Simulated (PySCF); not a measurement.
Cd(Cl)(SeH) (CdClHSe), SMILES [SeH][Cd][Cl].

The structure is a stationary point at B3LYP-D3(BJ)/def2-TZVP. The def2 effective core potentials stand for the cores of Cd; spin–orbit coupling is left out. The values are those of a single conformer.

Calculation: B3LYP-D3(BJ)/def2-TZVP run with PySCF 2.14.0.

Frequencies are harmonic and unscaled.

Computed harmonic wavenumbers and intensities:
```json
[
 {"mode": "1", "ν (cm⁻¹)": "70", "IR (km/mol)": "6.8", "moving atoms (share of kinetic energy)": "Cd 45 %, Cl 39 %, Se 14 %"},
 {"mode": "2", "ν (cm⁻¹)": "73", "IR (km/mol)": "5.6", "moving atoms (share of kinetic energy)": "Cd 46 %, Cl 39 %, Se 15 %"},
 {"mode": "3", "ν (cm⁻¹)": "220", "IR (km/mol)": "0.2", "moving atoms (share of kinetic energy)": "Se 61 %, Cl 22 %, Cd 16 %"},
 {"mode": "4", "ν (cm⁻¹)": "368", "IR (km/mol)": "54.3", "moving atoms (share of kinetic energy)": "Cl 62 %, Cd 35 %"},
 {"mode": "5", "ν (cm⁻¹)": "592", "IR (km/mol)": "0.0", "moving atoms (share of kinetic energy)": "H 98 %"},
 {"mode": "6", "ν (cm⁻¹)": "2393", "IR (km/mol)": "7.8", "moving atoms (share of kinetic energy)": "H 99 %"}
]
```
